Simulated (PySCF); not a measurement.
Mg(OMe)(SiH3) (CH6MgOSi), SMILES C[O][Mg][SiH3].

Geometry optimised at PBE-D3(BJ)/def2-SVP. One conformer was computed; it need not be the lowest.

Computed with PBE-D3(BJ)/def2-SVP run with PySCF.

Frequencies are harmonic and unscaled.

A small imaginary wavenumber (i) marks a very flat motion, where grid noise or a shallow saddle decides the sign.

Modes within 1.5 cm⁻¹ of each other (mostly degenerate sets) share a row, with their intensities summed.

```json
[
 {"mode": "1", "ν (cm⁻¹)": "18i", "IR (km/mol)": "0.0", "moving atoms (share of kinetic energy)": "H 100 %"},
 {"mode": "2–3", "ν (cm⁻¹)": "68", "IR (km/mol)": "0.8", "moving atoms (share of kinetic energy)": "Mg 29 %, C 24 %, H 24 %, O 15 %, Si 8 %"},
 {"mode": "4–5", "ν (cm⁻¹)": "119", "IR (km/mol)": "85.6", "moving atoms (share of kinetic energy)": "O 49 %, Mg 38 %, H 10 %"},
 {"mode": "6", "ν (cm⁻¹)": "273", "IR (km/mol)": "0.1", "moving atoms (share of kinetic energy)": "Si 57 %, O 14 %, C 13 %, H 9 %"},
 {"mode": "7–8", "ν (cm⁻¹)": "386", "IR (km/mol)": "2.4", "moving atoms (share of kinetic energy)": "H 86 %, Si 10 %"},
 {"mode": "9", "ν (cm⁻¹)": "632", "IR (km/mol)": "48.1", "moving atoms (share of kinetic energy)": "Mg 62 %, C 23 %"},
 {"mode": "10", "ν (cm⁻¹)": "811", "IR (km/mol)": "248.1", "moving atoms (share of kinetic energy)": "H 91 %, Si 8 %"},
 {"mode": "11–12", "ν (cm⁻¹)": "905", "IR (km/mol)": "69.7", "moving atoms (share of kinetic energy)": "H 98 %"},
 {"mode": "13–14", "ν (cm⁻¹)": "1143", "IR (km/mol)": "0.2", "moving atoms (share of kinetic energy)": "H 76 %, C 19 %"},
 {"mode": "15", "ν (cm⁻¹)": "1245", "IR (km/mol)": "398.6", "moving atoms (share of kinetic energy)": "O 59 %, C 37 %"},
 {"mode": "16–17", "ν (cm⁻¹)": "1420", "IR (km/mol)": "0.3", "moving atoms (share of kinetic energy)": "H 97 %"},
 {"mode": "18", "ν (cm⁻¹)": "1431", "IR (km/mol)": "57.9", "moving atoms (share of kinetic energy)": "H 88 %, C 10 %"},
 {"mode": "19", "ν (cm⁻¹)": "2120", "IR (km/mol)": "62.9", "moving atoms (share of kinetic energy)": "H 99 %"},
 {"mode": "20–21", "ν (cm⁻¹)": "2133", "IR (km/mol)": "166.5", "moving atoms (share of kinetic energy)": "H 96 %"},
 {"mode": "22", "ν (cm⁻¹)": "2871", "IR (km/mol)": "223.8", "moving atoms (share of kinetic energy)": "H 98 %"},
 {"mode": "23–24", "ν (cm⁻¹)": "2932", "IR (km/mol)": "127.3", "moving atoms (share of kinetic energy)": "H 91 %, C 9 %"}
]
```
